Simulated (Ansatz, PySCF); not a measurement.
Gas-phase reaction in SMILES: CC(F)F [1,1-difluoroethane] + 3 [H][H] (H2) → 2 C (CH4) + 2 F (HF)
Each molecule is optimised on its own at B3LYP-D3(BJ)/def2-TZVP (Ansatz, a quantum-chemistry and plane-wave program).

Wanted: energy of full hydrogenation (enthalpy at 298 K, with B3LYP-D3(BJ) rigid-rotor harmonic-oscillator terms from PySCF), in kcal/mol. Cores are frozen in the correlated levels unless marked. No spin-orbit coupling. Non-relativistic. CBS marks a two-point X^-3 extrapolation of the correlation energy; Hartree-Fock from the larger set. The bracket is a focal-point correction in the basis named.

From measured enthalpies of formation at 298 K: -47.2 kcal/mol (CC(F)F -118.8, CRC Handbook; [H][H] (H2) 0.0, ATcT 1.112; C (CH4) -17.8, ATcT 1.112; F (HF) -65.2, ATcT 1.112). It holds spin-orbit effects, which the calculations lack, and core correlation, which the frozen-core levels lack. This is an older compilation, not checked against later work.

| level | program | energy of full hydrogenation (kcal/mol) | error against measurement |
|---|---|---|---|
| r2SCAN0/def2-TZVPD | Ansatz | -42.4 | 4.8 |
| HSE06-D3(BJ)/def2-TZVPD | Ansatz + dftd3 | -43.8 | 3.4 |
| LC-wPBE/def2-TZVPD | Ansatz | -44.2 | 3.0 |
| RI-MP2/cc-pVTZ | Ansatz | -45.2 | 2.0 |
| SCS-MP2/cc-pVDZ | Ansatz | -40.2 | 7.0 |
| RI-MP2/CBS(cc-pVTZ,cc-pVQZ)+[CCSD(T)-MP2]/cc-pVDZ | Ansatz | -46.0 | 1.2 |
| CCSD(T)/CBS(cc-pVTZ,cc-pVQZ) | Ansatz | -45.4 | 1.8 |
